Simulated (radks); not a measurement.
The bismuth ion Bi25+, 58 electrons, occupied as [Kr] 4d10 4f12 (the NIST ground configuration). All-electron calculation, scalar-relativistic Kohn-Sham, PBEsol, spin-polarised, spherical densities, finite nucleus; open shells are filled with parallel spins first (spin-orbit coupling, left out, can overturn this in heavy ions); Fermi nuclear charge, rms radius 5.5211 fm. Program: a radial shooting solver on a logarithmic mesh with Libxc functionals. Some entries of the table are withheld. Estimate them.

orbital,occ.,eigenvalue (eV),r(max) (bohr)
1s down,1,-91298.57,0.009665
1s up,1,-91298.56,0.009665
2s up,1,-16980.99,0.05621
2s down,1,-16980.90,0.05621
2p up,3,-14636.51,0.04690
2p down,3,-14636.43,0.04690
3s up,1,-4620.011,0.1584
3s down,1,-4617.982,0.1584
3p up,3,-3949.372,0.1587
3p down,3,-3947.292,0.1587
3d up,5,-3275.415,0.1293
3d down,5,-3273.807,0.1292
4s up,1,-1566.519,0.3537
4s down,1,-1563.397,0.3537
4p up,3,-1342.660,(1)
4p down,3,-1339.689,(2)
4d up,5,(3),0.3757
4d down,5,(4),0.3758
4f up,7,(5),0.3300
4f down,5,(6),0.3303

Answer. 
(1) 4p up r(max) (bohr): 0.3725
(2) 4p down r(max) (bohr): 0.3726
(3) 4d up eigenvalue (eV): -1087.633
(4) 4d down eigenvalue (eV): -1084.712
(5) 4f up eigenvalue (eV): -808.4168
(6) 4f down eigenvalue (eV): -805.2399
